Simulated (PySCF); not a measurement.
## UHF on Ge²⁺ (germanium, charge +2)

Configuration: [Ar] 3d10 4s1 4p1, 4s spin antiparallel (an excited configuration). Calculation: PySCF 2.14, in aug-cc-pVDZ-PP with ECP10MDF; a scalar-relativistic core potential.

```json
{
 "Total energy": "-292.179414 hartree",
 "One-electron energy": "-505.4486 hartree",
 "Hartree (Coulomb) energy": "236.4441 hartree",
 "Exchange energy": "-23.1749 hartree",
 "⟨S²⟩": "1.0001",
 "⟨L²⟩": "2.009",
 "Sum of ⟨r⟩": "16.73 bohr",
 "Sum of ⟨r²⟩": "21.44 bohr²",
 "Traceless quadrupole moment −½Σ⟨3z² − r²⟩ along its main axis": "-2.54 e·bohr²"
}
```

```
shell  electrons  mean orbital energy (hartree)  spread (hartree)  rms radius, mean of both spins (bohr)
 3s β          1                       -8.16053                 0                                  0.670
 3s α          1                       -8.14456                 0                                  0.670
 3p β          3                       -6.07179           0.01820                                  0.701
 3p α          3                       -6.06900           0.00124                                  0.701
 3d β          5                       -2.41058           0.01886                                  0.803
 3d α          5                       -2.40671           0.01046                                  0.803
 4s β          1                       -1.23793                 0                                   2.09
 4p α          1                       -0.85836                 0                                   2.60
```

Energies and moments cover only the electrons outside the core potential. With the s spin flipped the determinant is a mixture of two multiplicities, not a spectroscopic state.
